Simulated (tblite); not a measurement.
A tight-binding relaxation on `C#C[C@H](C)[SiH2][GeH2][CH3]`.

Computed with GFN2-xTB geometry optimisation, gas phase (tblite 0.8.0). Start geometry: from a force field or distance geometry. A driver script takes a list of jobs; this job's settings line and coordinates (Å) are shown.

Command:
```bash
OMP_NUM_THREADS=1 python probes_run.py task.json out
```

Input:
```
{"job": {"kind": "relax", "xc": "GFN2-xTB", "basis": "xTB"}, "charge": 0, "multiplicity": 1}
C     -1.948200     2.584300    -0.504500
C     -1.654200     1.417800    -0.578000
C     -1.288400    -0.008700    -0.636600
C     -2.600000    -0.760500    -0.384200
Si    -0.103000    -0.506300     0.682200
Ge     1.966700    -1.062400    -0.179300
C      3.218600     0.391600     0.117400
H     -2.224700     3.633800    -0.449800
H     -0.932600    -0.180300    -1.662100
H     -3.454700    -0.260300    -0.862800
H     -2.455600    -1.808600    -0.758300
H     -2.722300    -0.805500     0.728500
H     -0.675000    -1.674400     1.371900
H      0.051800     0.575400     1.679500
H      1.855500    -1.334200    -1.677200
H      2.519800    -2.335000     0.555800
H      3.136200     1.179600    -0.671900
H      3.031500     0.888100     1.102100
H      4.268900     0.074800     0.135100
```

Output:
```
step      E/eV     max force
  0    -554.51916    2.568
  1    -554.70941    0.703
  2    -554.74909    1.677
  3    -554.74604    2.370
  4    -554.78328    0.338
  5    -554.79804    0.298
  6    -554.82342    0.734
  7    -554.83628    0.520
  8    -554.84947    0.277
  9    -554.85937    0.289
... (160 lines left out)
170    -555.02713    0.017
171    -555.02719    0.016
172    -555.02723    0.018
173    -555.02728    0.022
174    -555.02734    0.017
175    -555.02739    0.016
176    -555.02744    0.013
177    -555.02748    0.018
178    -555.02751    0.013
179    -555.02754    0.009
```

«max force» is the largest atomic force in eV/Å.

From which step on does the largest force stay under 0.1 eV/Å, and how much energy is left to gain from there?

From step 140 (0.055 eV/Å), 7.2 meV above the end.

Main results: energy lowered by 11.7 kcal/mol over 179 steps; largest atomic force 0.009 eV/Å at the end.

Where do the atoms end?

0.967 Å rms from the input after alignment:
```
atom  x, y, z in Å
C1    -0.7405    2.1284   -1.0429
C2    -1.0722    0.9931   -0.8511
C3    -1.4622   -0.3716   -0.5844
C4    -2.8760   -0.4277   -0.0098
Si5   -0.1640   -1.1587    0.5909
Ge6    1.9791   -0.7867   -0.2740
C7     2.8213    0.8978    0.3086
H8    -0.4703    3.1247   -1.2290
H9    -1.4472   -0.9138   -1.5381
H10   -3.5947    0.0083   -0.7025
H11   -3.1625   -1.4589    0.1836
H12   -2.9278    0.1256    0.9251
H13   -0.4991   -2.5831    0.7248
H14   -0.3138   -0.5435    1.9160
H15    2.0430   -0.8119   -1.7842
H16    2.9346   -1.9001    0.0979
H17    2.2215    1.7473   -0.0076
H18    2.9024    0.9296    1.3925
H19    3.8187    1.0104   -0.1083
```

Time: 1.6 s. Hardware: one thread, Arm Neoverse V1 (aarch64), shared host.
Labels such as C1 count atoms from 1, the log's own numbers from 0.
